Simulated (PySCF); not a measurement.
PySCF input file for 3-phenylpyridine (C₁₁H₉N), SMILES c1ccc(-c2cccnc2)cc1, PBE/pcSseg-1. Coordinates come from a PBE0-D3(BJ)/def2-SVP optimisation. The values are those of a single conformer.

```python
import numpy as np
from pyscf import gto, scf, dft
from pyscf.prop.nmr import rks as nmr

mol = gto.M(
    atom='''
    C     3.53005683    0.20890999    0.15519142
    C     2.91627241   -0.99721251   -0.18016100
    C     1.52828694   -1.08407054   -0.23901627
    C     0.72559180    0.03259648    0.03737061
    C    -0.74738009   -0.06037325   -0.02598541
    C    -1.43889837   -1.19928387    0.40472725
    C    -2.82617840   -1.22850543    0.32127130
    C    -3.48623045   -0.11092935   -0.18846542
    N    -2.84889807    0.97832040   -0.60896843
    C    -1.52412819    0.99563186   -0.53099240
    C     1.35599711    1.23958653    0.37451879
    C     2.74427667    1.32664682    0.43193293
    H     4.61939246    0.27747730    0.20097370
    H     3.52383787   -1.87667564   -0.40657977
    H     1.05722785   -2.02671380   -0.52806856
    H    -0.89023984   -2.04663444    0.82376441
    H    -3.39193316   -2.10012129    0.65719469
    H    -4.58000416   -0.09752812   -0.25908178
    H    -1.02632015    1.89591566   -0.91040309
    H     0.74847789    2.11406809    0.61875036
    H     3.21584997    2.27398945    0.70387835
    ''',
    basis='pcSseg-1',
    charge=0,
    spin=0,
    max_memory=1600,
    verbose=3,
)
mf = dft.RKS(mol, xc='pbe').density_fit(auxbasis='def2-universal-jkfit')
mf.grids.level = 3
mf.conv_tol = 1e-10
mf.max_cycle = 100
mf.kernel()
n = nmr.NMR(mf)
n.verbose = 2
n.max_cycle_cphf = 60
sigma = n.kernel()
print('atom   isotropic/ppm   span/ppm')
for i, s in enumerate(sigma):
    w = np.linalg.eigvalsh((s + s.T) / 2)
    print(f'{mol.atom_symbol(i):2s}{i + 1:3d} {w.mean():14.3f} {w[2] - w[0]:11.3f}')
```

It prints:

```
converged SCF energy = -478.680047587087
atom   isotropic/ppm   span/ppm
C   1         48.943     229.518
C   2         47.703     228.444
C   3         49.324     214.323
C   4         37.200     215.097
C   5         39.702     216.106
C   6         44.177     224.020
C   7         53.687     224.643
C   8         28.260     214.813
N   9        -95.407     702.637
C  10         28.407     194.088
C  11         49.642     212.972
C  12         47.806     228.184
H  13         23.792       5.671
H  14         23.706       6.356
H  15         23.734       9.609
H  16         23.564       9.903
H  17         24.026       6.191
H  18         22.487       7.556
H  19         22.332      11.224
H  20         23.623       9.158
H  21         23.707       6.272
```

The calculation finished and met its thresholds.

Cost: around 5 core-minutes (rough).
